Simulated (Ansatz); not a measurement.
Gas-phase electronic energies from Ansatz, PBE0-D4/def2-TZVP geometries. CBS: MP2 limit from def2 TZ/QZ plus the TZ coupled-cluster correction, frozen cores. This one scheme is used for every species. DFT in def2-TZVPP. For Se outer-core shells are correlated without core-valence functions, which leaves a few kJ/mol of doubt a bond. Scalar relativity is left out up to krypton. One conformer a species, not always the lowest.

`N[SiH2][Se][SiH3]` + `BC=C` → `B/C=C/[Se][SiH3]` + `N[SiH3]`  (formal exchange of groups at the Se–Si bond)

`N[SiH2][Se][SiH3]`:

Cartesian coordinates in Å:
```
N 1.774 0.981 -0.365
Si 1.083 -0.545 -0.707
Se -0.098 -1.574 0.974
Si -1.892 -0.196 0.769
H 1.184 1.799 -0.366
H 2.488 1.059 0.342
H 0.163 -0.350 -1.854
H 2.169 -1.507 -1.004
H -2.722 -0.353 1.989
H -2.698 -0.532 -0.432
H -1.450 1.220 0.655
```

`BC=C`:

```xyz
8

B     0.761    0.548   -0.878
C    -0.308   -0.372   -0.273
C    -0.580   -0.329    1.037
H     1.345    1.304   -0.154
H     1.026    0.532   -2.045
H    -0.868   -1.077   -0.885
H    -0.048    0.357    1.690
H    -1.328   -0.963    1.507
```

`B/C=C/[Se][SiH3]`:

```xyz
12

B     2.362    1.120    0.968
C     1.491   -0.129    0.989
C     0.347   -0.139    0.281
Se   -0.834   -1.605    0.208
Si   -2.392   -0.684   -1.186
H     3.388    1.182    1.580
H     2.004    2.065    0.320
H     1.758   -1.019    1.556
H     0.058    0.737   -0.293
H    -2.968    0.541   -0.578
H    -1.780   -0.343   -2.494
H    -3.432   -1.726   -1.350
```

`N[SiH3]`:

Z-matrix (Å, degrees):
```
Si
N 1 1.720
H 1 1.486 2 107.9
H 1 1.494 2 116.0 3 -120.3
H 1 1.486 2 107.9 3 119.4
H 2 1.007 1 119.6 3 -168.6
H 2 1.007 1 119.6 3 49.2
```

Question: Is it downhill or uphill in electronic energy at CCSD(T)/CBS, and by how much? (An estimate is asked.)

Answer: Computed: Uphill: ΔE = +25.8 kcal/mol.

Question: What do these levels give: r2SCAN-D4, PBE0-D4, B2PLYP, PBE, PBE0, HF/CBS(def2)? (An estimate is asked.)

Answer: The calculation gave: r2SCAN-D4 23.8, PBE0-D4 24.8, B2PLYP 23.5, PBE 22.1, PBE0 24.4, HF/CBS(def2) 26.9 kcal/mol.

Largest T1 diagnostic among the species: 0.012.

The D4 term adds +0.8 kcal/mol with B3LYP and +0.4 kcal/mol with PBE0; it sums over pairs of atoms, weighted by their polarisabilities, and B3LYP, whose exchange is more repulsive, gets the larger term. From PBE to PBE0 (25 % exact exchange), in def2-TZVPP and without D4, ΔE moves by +2.3 kcal/mol.

B3LYP here is the variant with VWN-RPA as its local correlation; programs differ in this.
